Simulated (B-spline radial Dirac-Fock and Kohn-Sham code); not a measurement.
Satellites and hypersatellites of the K lines of Tb³⁺

System: Tb³⁺, [Xe] 4f8.

Input file task.json (cfg lists n, l and occupation; rrms is the nuclear radius in fm):

```json
{"items": [{
  "Z": 65,
  "q": 3,
  "cfg": [[1, 0, 2], [2, 0, 2], [2, 1, 6], [3, 0, 2], [3, 1, 6], [3, 2, 10], [4, 0, 2], [4, 1, 6], [4, 2, 10], [4, 3, 8], [5, 0, 2], [5, 1, 6]],
  "A": 159,
  "rrms": 5.06,
  "do": ["binding", "quiet", "double"]
}]}
```

Command: `python xray_run.py task.json out`

Model: multi-electron Dirac-Fock with separately optimised hole states, Breit and Lamb-shift corrections added in first order. Program: a radial finite-basis atomic code. Each two-hole energy is an average over J within one jj subconfiguration, not an observable level; in light atoms, where LS coupling holds, the j-resolved values are not observed lines, and for a K spectator the Kα1 hypersatellite is nearly forbidden. The model has no electron correlation.

Lines without a spectator: Kα2 (K-L2) 43741.2 eV, Kα1 (K-L3) 44479.1 eV, Kβ3 (K-M2) 50225.0 eV, Kβ1 (K-M3) 50379.7 eV. Shifts in eV with one spectator hole (a dash: not computed, or left out as unreliable):

```csv
spectator hole,Kα2,Kα1,Kβ3,Kβ1
K (1s),+813.4,+859.5,+1048.0,+1058.5
L2 (2p1/2),+98.5,+129.1,–,+256.7
L3 (2p3/2),+83.0,+87.6,+207.3,–
M2 (3p1/2),–,+18.78,+38.7,+46.0
M3 (3p3/2),+11.64,–,+35.5,+35.4
M4 (3d3/2),+3.64,+0.28,–,–
M5 (3d5/2),-0.99,+2.21,–,–
```
